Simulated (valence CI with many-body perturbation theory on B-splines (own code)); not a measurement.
**Rb XXXIII: calculated level list**

Computed by relativistic CI+MBPT: three valence electrons over a frozen Dirac-Fock core [He], a basis of 11 s, 11 p, 10 d, 8 f, 5 g, 2 h functions for each j, with the one-electron correlation potential Σ1 (screened to all orders), the two-electron term Σ2, the three-electron term Σ3, Breit, model QED; selected single and double excitations, second order for the rest, scaled by the run's own slope (own B-spline code, finite nucleus).

No measured spectrum was set against this ion. As an estimate, large intervals hold to a few tenths of a per cent, small ones and those within an open d or f shell to about a per cent.

Levels 46 to 90 of 211, with energies above the lowest level, (2s^2 2p1/2) J=1/2. "Leading %" is the weight of the configuration and term that name the level; weights of strongly mixed levels are sums over their largest components and can fall short. In the jj column 3d3/2^4 stands for four electrons in 3d with j = 3/2. Lifetimes count E1, E2, E3, M1 and M2 decay at the calculated energies, and are blank where another channel may lead or the interval is too uncertain; long ones can be off by a factor of two.

| No. | Configuration | Term | J | E (× 10³ cm⁻¹) | Leading % | Leading jj | Lifetime | Second component |
| --- | --- | --- | --- | --- | --- | --- | --- | --- |
| 46 | 2s2p3p | ²P | 3/2 | 19534 | 46 | 2s 2p3/2 3p3/2 (96 %) | 45.1 fs | 36 % 2s2p3p ⁴S |
| 47 | 2p²3s | ⁴P | 1/2 | 19589 | 57 | 2p1/2^2 3s (85 %) | 92.5 fs | 17 % 2p²3s ²S |
| 48 | 2s2p3p | ²D | 5/2 | 19609 | 55 | 2s 2p3/2 3p3/2 (96 %) | 37.7 fs | 41 % 2s2p3p ⁴P |
| 49 | 2s2p3p | ²S | 1/2 | 19633 | 61 | 2s 2p3/2 3p3/2 (87 %) | 27.9 fs | 17 % 2s2p3p ²P |
| 50 | 2s2p3d | ⁴F° | 9/2 | 19753 | 100 | 2s 2p3/2 3d5/2 (100 %) | 724 ps |  |
| 51 | 2s2p3p | ²P | 1/2 | 19774 | 65 | 2s 2p3/2 3p1/2 (88 %) | 52.1 fs | 20 % 2s2p3p ²S |
| 52 | 2s2p3d | ⁴D° | 5/2 | 19774 | 51 | 2s 2p3/2 3d3/2 (96 %) | 10.3 fs | 17 % 2s2p3d ⁴F° |
| 53 | 2s2p3d | ⁴D° | 7/2 | 19775 | 57 | 2s 2p3/2 3d3/2 (55 %) | 11.3 fs | 38 % 2s2p3d ⁴F° |
| 54 | 2s2p3p | ²D | 3/2 | 19782 | 68 | 2s 2p3/2 3p1/2 (90 %) | 102 fs | 20 % 2s2p3p ²P |
| 55 | 2s2p3d | ⁴P° | 3/2 | 19790 | 53 | 2s 2p3/2 3d3/2 (95 %) | 9.77 fs | 38 % 2s2p3d ⁴D° |
| 56 | 2s2p3d | ⁴P° | 1/2 | 19797 | 88 | 2s 2p3/2 3d3/2 (96 %) | 11.3 fs | 10 % 2s2p3d ⁴D° |
| 57 | 2p²3p | ⁴D° | 1/2 | 19800 | 45 | 2p1/2^2 3p1/2 (92 %) | 53.9 fs | 31 % 2p²3p ²P° |
| 58 | 2s2p3d | ²D° | 5/2 | 19848 | 46 | 2s 2p3/2 3d5/2 (97 %) | 14.6 fs | 29 % 2s2p3d ⁴P° |
| 59 | 2s2p3d | ²P° | 3/2 | 19888 | 41 | 2s 2p3/2 3d5/2 (89 %) | 15.7 fs | 36 % 2s2p3d ²D° |
| 60 | 2s2p3p | ²D | 5/2 | 19899 | 82 | 2s 2p3/2 3p3/2 (85 %) | 122 fs | 6 % 2s2p3p ⁴D |
| 61 | 2s2p3d | ²F° | 7/2 | 19931 | 89 | 2s 2p3/2 3d5/2 (56 %) | 8.50 fs | 10 % 2s2p3d ⁴D° |
| 62 | 2s2p3p | ²P | 3/2 | 19933 | 54 | 2s 2p3/2 3p3/2 (78 %) | 83.9 fs | 25 % 2s2p3p ²D |
| 63 | 2s2p3d | ²P° | 1/2 | 19971 | 86 | 2s 2p3/2 3d5/2 (95 %) | 11.0 fs | 9 % 2s2p3d ⁴D° |
| 64 | 2s2p3p | ²S | 1/2 | 19987 | 70 | 2s 2p3/2 3p3/2 (85 %) | 364 fs | 15 % 2s2p3p ²P |
| 65 | 2p²3p | ⁴D° | 3/2 | 19998 | 33 | 2p1/2^2 3p3/2 (89 %) | 44.8 fs | 25 % 2p²3p ⁴P° |
| 66 | 2p²3s | ⁴P | 3/2 | 20021 | 85 | 2p1/2 2p3/2 3s (90 %) | 115 fs | 6 % 2s2p3p ²P |
| 67 | 2p²3s | ²P | 1/2 | 20086 | 65 | 2p1/2 2p3/2 3s (87 %) | 62.8 fs | 23 % 2p²3s ⁴P |
| 68 | 2p²3s | ⁴P | 5/2 | 20111 | 48 | 2p1/2 2p3/2 3s (88 %) | 65.7 fs | 43 % 2p²3s ²D |
| 69 | 2s2p3d | ²F° | 5/2 | 20156 | 74 | 2s 2p3/2 3d3/2 (88 %) | 9.88 fs | 8 % 2s2p3d ²D° |
| 70 | 2p²3s | ²D | 3/2 | 20159 | 53 | 2p1/2 2p3/2 3s (89 %) | 65.4 fs | 37 % 2p²3s ²P |
| 71 | 2s2p3d | ²D° | 3/2 | 20169 | 80 | 2s 2p3/2 3d3/2 (82 %) | 8.93 fs | 12 % 2s2p3d ²P° |
| 72 | 2s2p3d | ²F° | 7/2 | 20172 | 87 | 2s 2p3/2 3d5/2 (89 %) | 22.2 fs | 6 % 2s2p3d ⁴D° |
| 73 | 2p²3d | ⁴F | 3/2 | 20175 | 44 | 2p1/2^2 3d3/2 (94 %) | 71.3 fs | 18 % 2p²3d ²D |
| 74 | 2s2p3d | ²P° | 1/2 | 20209 | 79 | 2s 2p3/2 3d3/2 (79 %) | 13.0 fs | 6 % 2p²3p ⁴D° |
| 75 | 2s2p3d | ²D° | 5/2 | 20225 | 77 | 2s 2p3/2 3d5/2 (92 %) | 8.39 fs | 17 % 2s2p3d ²F° |
| 76 | 2p²3p | ⁴P° | 1/2 | 20227 | 35 | 2p1/2 2p3/2 3p1/2 (85 %) | 40.8 fs | 27 % 2p²3p ²S° |
| 77 | 2s2p3d | ²P° | 3/2 | 20250 | 61 | 2s 2p3/2 3d5/2 (64 %) | 16.0 fs | 18 % 2p²3p ⁴D° |
| 78 | 2p²3p | ⁴D° | 3/2 | 20265 | 31 | 2p1/2 2p3/2 3p1/2 (66 %) | 25.5 fs | 27 % 2s2p3d ²P° |
| 79 | 2p²3d | ⁴F | 5/2 | 20267 | 25 | 2p1/2^2 3d5/2 (90 %) | 21.2 fs | 24 % 2p²3d ⁴D |
| 80 | 2p²3p | ²F° | 5/2 | 20326 | 34 | 2p1/2 2p3/2 3p1/2 (89 %) | 70.3 fs | 30 % 2p²3p ²D° |
| 81 | 2p²3p | ⁴D° | 5/2 | 20400 | 50 | 2p1/2 2p3/2 3p3/2 (98 %) | 44.1 fs | 35 % 2p²3p ⁴P° |
| 82 | 2p²3p | ⁴P° | 1/2 | 20421 | 43 | 2p1/2 2p3/2 3p3/2 (96 %) | 40.2 fs | 27 % 2p²3p ²P° |
| 83 | 2p²3p | ²D° | 3/2 | 20438 | 43 | 2p1/2 2p3/2 3p3/2 (56 %) | 37.5 fs | 32 % 2p²3p ⁴S° |
| 84 | 2p²3p | ⁴P° | 3/2 | 20463 | 36 | 2p1/2 2p3/2 3p1/2 (51 %) | 34.9 fs | 27 % 2p²3p ²D° |
| 85 | 2p²3p | ⁴D° | 7/2 | 20486 | 50 | 2p1/2 2p3/2 3p3/2 (94 %) | 53.6 fs | 48 % 2p²3p ²F° |
| 86 | 2p²3p | ²P° | 3/2 | 20537 | 51 | 2p1/2 2p3/2 3p3/2 (94 %) | 35.6 fs | 19 % 2p²3p ⁴S° |
| 87 | 2p²3p | ²D° | 5/2 | 20577 | 43 | 2p1/2 2p3/2 3p3/2 (90 %) | 41.2 fs | 28 % 2p²3p ²F° |
| 88 | 2p²3d | ⁴F | 3/2 | 20611 | 40 | 2p1/2 2p3/2 3d3/2 (95 %) | 44.9 fs | 34 % 2p²3d ²P |
| 89 | 2p²3d | ⁴F | 5/2 | 20619 | 52 | 2p1/2 2p3/2 3d3/2 (94 %) | 109 fs | 41 % 2p²3d ²F |
| 90 | 2p²3d | ⁴D | 1/2 | 20629 | 81 | 2p1/2 2p3/2 3d3/2 (99 %) | 90.4 fs | 14 % 2p²3d ²P |

Where two levels of one J and parity lie close, their mixing, g and order are uncertain.
